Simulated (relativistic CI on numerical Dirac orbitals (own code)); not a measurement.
Sensitivity of the levels of Sm XXVII to α and to the nuclear radius

Method of calculation: Dirac-Coulomb-Breit CI, KLI orbitals optimised for each configuration, derivatives by finite differences, unscaled Slater integrals, QED left out (own radial code, finite nucleus).

Configurations in the expansion (outside the closed core [Ar] 3d10): 4s2 4p6, 4s2 4p5 4d, 4s 4p6 4d, 4s2 4p5 4f, 4s 4p6 4f, 4p6 4d2, 4p5 4d3, 4p5 4d2 4f. Double excitations out of closed p, d and f shells are left out; levels of such configurations are missing from the list, as are those of other unlisted configurations, and high levels can miss mixing partners.

With x = (α/α₀)² − 1 an excitation energy changes as ω = ω₀ + qx; K = 2q/ω₀ is the relative enhancement. Terms are leading LS components, so labels can repeat. The field-shift factor is F = δν/δ⟨r²⟩ for the transition from the lowest level.

Lowest level 4s2 4p6 1S_0.

```csv
Level,ω₀ (cm⁻¹),q (cm⁻¹),K,F (GHz/fm²)
4s2 4p5 4d 3P°_0,862423,21590,0.0501,3.88
4s2 4p5 4d 3P°_1,884211,30640,0.0693,3.91
4s2 4p5 4d 3F°_3,908255,24560,0.0541,3.4
4s2 4p5 4d 3D°_2,915801,28250,0.0617,3.81
4s2 4p5 4d 3F°_4,941990,78780,0.167,4.07
4s2 4p5 4d 1D°_2,957841,79540,0.166,4.42
4s2 4p5 4d 3D°_3,993460,78090,0.157,4.94
4s2 4p5 4d 3D°_1,1068732,131400,0.246,0.302
4s2 4p5 4d 3F°_2,1175467,334200,0.569,-16
4s2 4p5 4d 3D°_2,1237511,389200,0.629,-14.5
4s2 4p5 4d 1F°_3,1251487,391900,0.626,-15
4s2 4p5 4d 1P°_1,1348964,279300,0.414,-10.2
4s 4p6 4d 3D_1,1793054,357700,0.399,-455
4s 4p6 4d 3D_2,1812425,377100,0.416,-465
4s 4p6 4d 3D_3,1856173,426000,0.459,-468
4s 4p6 4d 1D_2,1937728,438500,0.453,-514
4s2 4p5 4f 3G_5,2070184,84260,0.0814,12.6
4s2 4p5 4f 3G_4,2074250,75780,0.0731,12.3
4s2 4p5 4f 3D_1,2078917,116300,0.112,-55
4s2 4p5 4f 3D_2,2090994,117200,0.112,-47.1
4s2 4p5 4f 3F_3,2095284,78790,0.0752,9.68
4s2 4p5 4f 3D_3,2107131,114200,0.108,-28.7
4s2 4p5 4f 3F_4,2113128,85120,0.0806,12.7
```

At this charge energies of transitions that change n are usually good to better than 1 %, and those within a shell (Δn = 0) to a few per cent.
